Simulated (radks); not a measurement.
Values are calculated unless marked as measured or tabulated.
Pt, 78 electrons, occupied as [Xe] 4f14 5d9 6s1.

Code: a radial shooting solver on a logarithmic mesh with Libxc functionals. Model: Dirac Kohn-Sham, PBE, spin-unpolarised, spherical densities, finite nucleus; open shells fill j = l - 1/2 first; Fermi nuclear charge, rms radius 5.427 fm.

Energy parts (eV):
part                       energy
total                  -501856.86
kinetic                 573825.03
electron-nucleus      -1261576.55
Hartree                 195613.36
exchange-correlation     -9718.70

Orbitals (lengths in bohr, moments of r in powers of bohr; <r^-3> diverges for s and p1/2; r(max) is where P^2 peaks; r(90%) holds 90 % of the orbital's charge):
| orbital | occ. | eigenvalue (eV) | r(90%) | <r^-3> | r(max) | <r^4> | small-component weight |
|---|---|---|---|---|---|---|---|
| 1s1/2 | 2 | -78272.11 | 0.0313 | - | 0.01062 | 4.524e-07 | 8.74e-02 |
| 2s1/2 | 2 | -13740.43 | 0.112 | - | 0.06144 | 0.00006623 | 2.00e-02 |
| 2p1/2 | 2 | -13173.14 | 0.0984 | - | 0.04532 | 0.00003944 | 2.01e-02 |
| 2p3/2 | 4 | -11444.29 | 0.110 | 19610 | 0.05259 | 0.00006034 | 1.79e-02 |
| 3s1/2 | 2 | -3227.166 | 0.275 | - | 0.1729 | 0.002415 | 6.66e-03 |
| 3p1/2 | 2 | -2971.640 | 0.266 | - | 0.1614 | 0.002110 | 6.61e-03 |
| 3p3/2 | 4 | -2591.605 | 0.288 | 4536 | 0.1762 | 0.002888 | 5.98e-03 |
| 3d3/2 | 4 | -2164.734 | 0.261 | 790.6 | 0.1374 | 0.001924 | 5.86e-03 |
| 3d5/2 | 6 | -2082.817 | 0.267 | 659.1 | 0.1415 | 0.002115 | 5.69e-03 |
| 4s1/2 | 2 | -693.3131 | 0.596 | - | 0.3904 | 0.05481 | 2.24e-03 |
| 4p1/2 | 2 | -584.7331 | 0.607 | - | 0.3889 | 0.05878 | 2.15e-03 |
| 4p3/2 | 4 | -494.2320 | 0.656 | 1083 | 0.4194 | 0.07990 | 1.91e-03 |
| 4d3/2 | 4 | -316.0741 | 0.690 | 168.4 | 0.4130 | 0.09701 | 1.71e-03 |
| 4d5/2 | 6 | -299.2424 | 0.706 | 137.3 | 0.4225 | 0.1066 | 1.65e-03 |
| 5s1/2 | 2 | -101.4216 | 1.37 | - | 0.8703 | 1.524 | 5.50e-04 |
| 4f5/2 | 6 | -71.7137 | 0.827 | 27.95 | 0.3828 | 0.2157 | 1.27e-03 |
| 4f7/2 | 8 | -68.2601 | 0.840 | 26.57 | 0.3874 | 0.2293 | 1.24e-03 |
| 5p1/2 | 2 | -66.8102 | 1.50 | - | 0.9222 | 2.235 | 4.67e-04 |
| 5p3/2 | 4 | -51.8996 | 1.66 | 174.6 | 1.003 | 3.289 | 3.93e-04 |
| 5d3/2 | 4 | -6.9277 | 2.62 | 13.88 | 1.240 | 23.01 | 1.97e-04 |
| 6s1/2 | 1 | -5.6555 | 4.44 | - | 2.385 | 168.8 | 5.61e-05 |
| 5d5/2 | 5 | -5.6030 | 2.79 | 10.65 | 1.283 | 30.19 | 1.79e-04 |

The highest occupied level is 5d5/2 at -5.603 eV. Summed over all electrons, <r^2> = 61.56 bohr^2, which gives a Langevin (diamagnetic) susceptibility term of -48.8 x 10^-6 cm^3/mol. The electron density at the nucleus is 1.974e+06 e/bohr^3. The density falls to 0.001 e/bohr^3 at r = 4.36 bohr. For comparison, the ionisation energy in NIST's Atomic Spectra Database is 8.959 eV (measured). In exact Kohn-Sham theory the highest level is minus the ionisation energy, but local and semilocal functionals leave it too shallow, through self-interaction and a potential that decays too fast; potentials with the right tail come closer.

Beside tabulated values, note that spin-unpolarised runs miss the spin-polarisation part of the exchange energy of open shells.
